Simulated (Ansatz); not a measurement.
Process, species as SMILES: [O-][SiH3] -> O[SiH2-]
Geometries: B3LYP-D3(BJ)/def2-TZVP minima from Ansatz (an electronic-structure program), one conformer each, not searched for the lowest. Frequencies are from Ansatz.

Quantity: isomerisation energy (enthalpy at 298 K, with B3LYP-D3(BJ) rigid-rotor harmonic-oscillator terms), in eV. Correlated levels leave the core frozen unless marked. Spin-orbit coupling is left out. Non-relativistic unless marked X2C. Anions need diffuse functions: aug- sets have them; def2-D sets add few; the other sets have none. Basis-set limits of correlation are two-point, X^-3; Hartree-Fock from the larger set. The bracket is a focal-point correction in the basis named.

| level | program | isomerisation energy (eV) |
|---|---|---|
| HF/cc-pV(D+d)Z | Ansatz | 0.81 |
| HF/def2-QZVPP | Ansatz | 0.97 |
| SVWN5/def2-TZVPD | Ansatz | 0.84 |
| r2SCAN/def2-TZVPD | Ansatz | 1.05 |
| B3LYP-D4/def2-TZVPD | Ansatz + dftd4 | 1.00 |
| PBE0/6-31G* | Ansatz | 0.85 |
| HSE06-D4/def2-TZVPD | Ansatz + dftd4 | 0.91 |
| LC-wPBE/def2-TZVPD | Ansatz | 1.04 |
| wB97X-V/def2-TZVPD | Ansatz | 1.02 |
| RPA@PBE/cc-pV(Q+d)Z | Ansatz | 0.96 |
| MP2/cc-pV(T+d)Z | Ansatz | 1.13 |
| SCS-MP2/def2-QZVPPD | Ansatz | 1.13 |
| SCS-MP2/cc-pV(5+d)Z | Ansatz | 1.15 |
| CCSD/cc-pV(T+d)Z | Ansatz | 0.95 |
| CCSD/def2-TZVPP | Ansatz | 0.94 |
| CCSD/CBS(def2-TZVPPD,def2-QZVPPD) | Ansatz | 0.96 |
| CCSD(T)/aug-cc-pV(D+d)Z | Ansatz | 0.80 |
| CCSD(T)/cc-pwCVTZ | Ansatz | 1.00 |
| X2C-CCSD(T)/cc-pVTZ-DK | Ansatz | 0.86 |
| RI-MP2/CBS(aug-cc-pV(T+d)Z,aug-cc-pV(Q+d)Z)+[CCSD(T)-MP2]/aug-cc-pV(Q+d)Z | Ansatz | 0.99 |
| CCSD(T)/CBS(aug-cc-pV(T+d)Z,aug-cc-pV(Q+d)Z) | Ansatz | 0.99 |
